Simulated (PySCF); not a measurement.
# Structure from NMR data

Molecular formula: CH12O3Si4. Simulated spectra:

$^{1}$H NMR (300 MHz, computed): δ 5.30 (q, 2H), 5.25 (s, 6H), 4.04 (s, 1H), 0.55 (t, 3H).

$^{13}$C{$^{1}$H} NMR (computed): δ 1.8 (CH3).

Theoretical values (PySCF 2.14): PBE0/pcSseg-1 with gauge-including orbitals, structure optimised with GFN2-xTB. One conformer, relativity neglected, fast rotation and ring inversion assumed for equivalent nuclei, no solvent model.

Referencing at the same level of theory: $^{1}$H (31.72 ppm) and $^{13}$C (186.93 ppm) against TMS.

Problem. Propose a structure and justify it.

Solution. 
1. Rings plus π bonds: 0.
2. Carbon types of the structure: 1 × CH3, leaving 9 H on heteroatoms.
3. δC 1.8: methyl carbon bonded to Si; an electropositive neighbour leaves it electron-rich and shielded.
4. δH 5.30: hydrogen on a silicon bonded to C, O.
5. δH 5.25: hydrogen on a silicon bonded to O.
6. δH 4.04: hydrogen on a silicon bonded to 3 O.
7. δH 0.55: hydrogen on a methyl carbon bonded to Si; an electropositive neighbour shields it, as in TMS itself.

These data were computed for `C[SiH2]O[SiH](O[SiH3])O[SiH3]`.

The shifts were computed for this structure.

Shifts are as computed. Against solution values, carbons near 30 ppm lie about +3 ppm off and those near 130 ppm about +5 ppm. Of 1211 compounds with measured shifts, 218 miss one by over three times the rms of a fit or turn the order of signals round; such compounds aren't used in these exercises. No couplings were computed; multiplicities are counted from neighbouring protons, with m where these are inequivalent, close in shift, in a saturated or five-membered ring or joined by F or P, and br s for small geminal =CH2 splittings.
